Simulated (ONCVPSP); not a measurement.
What one change does to a pseudopotential (bismuth (Bi), ONCV)

```json
{
 "Element": "Bi",
 "Generator": "ONCVPSP 4.0.1",
 "Type": "optimised norm-conserving Vanderbilt (ONCV)",
 "Functional": "BLYP",
 "Relativity": "non-relativistic",
 "Frozen core": "[Xe] 4f14",
 "Valence charge": "15",
 "Reference configuration": "5d10 6s2 6p2 (charge +1)",
 "Partial waves": "6s: rc 2.20 bohr, ncon 5, nbas 8, qcut 2.5 1/bohr, 2 projectors, debl 2.4 Ha; 6p: rc 2.40 bohr, ncon 4, nbas 8, qcut 3.1 1/bohr, 2 projectors, debl 2.2 Ha; 5d: rc 1.85 bohr, ncon 5, nbas 9, qcut 7.7 1/bohr, 3 projectors, debl 2.7 Ha",
 "Local potential": "polynomial inside 1.65 bohr (lpopt 5, dvloc0 1 Ha)",
 "Core correction": "Teter function fitted to the true core (icmod 2), fcfact 0.7"
}
```

Change: d: rc 2.64.

Cutoffs: the cutoffs (Ha) at which the residual kinetic energy of the hardest occupied pseudo-wave falls to 1 and 0.1 mHa per electron; they do not see the model core or the augmentation charge, which bear on the density cutoff. Errors are all-electron minus pseudo energies relative to the spin-unpolarised reference configuration.

Problem. What does the change do?

Solution. The potential gets softer (25 Ha and 28 Ha → 19 Ha and 28 Ha); of the 4 tests that both files solve, the error grows in 1 and shrinks in 3 by more than 15 % and 0.3 meV (median size 2.0 → 1.5 meV); neither file shows a bound ghost. A larger radius leaves more room for a smooth pseudo-wave, so fewer plane waves are needed.

| quantity | base | changed |
| --- | --- | --- |
| cutoff, loose | 25 Ha | 19 Ha |
| cutoff, tight | 28 Ha | 28 Ha |
| loose cutoff by channel | s 18 Ha, p 5.7 Ha, d 25 Ha | s 18 Ha, p 5.7 Ha, d 19 Ha |
| bound ghosts | none | none |
| GHOST(+) flags under 300 eV | s at 1.0 eV, p at 67.5 eV | s at 1.0 eV, p at 67.5 eV |
| error for 5d10 6s2 6p3, meV [ΔE -7.90 eV] | +1.3 | +1.0 |
| error for 5d10 6s2 6p1, meV [ΔE 15.12 eV] | +2.7 | +2.0 |
| error for 5d10 6s2 6p0, meV [ΔE 38.20 eV] | +15 | +9.7 |
| error for 5d10 6s1 6p4, meV [ΔE -1.17 eV] | -0.1 | -0.4 |
| s: phases at 2.24 bohr within 0.05 rad from the reference energy up to (Ha; the scan ends near 5) | 0.0 | 0.0 |
| p: phases at 2.43 bohr within 0.05 rad from the reference energy up to (Ha; the scan ends near 5) | 2.4 | 2.4 |
| rms error of d²Exc/dni dnj with the model core, mHa | 0.64 | 0.80 |
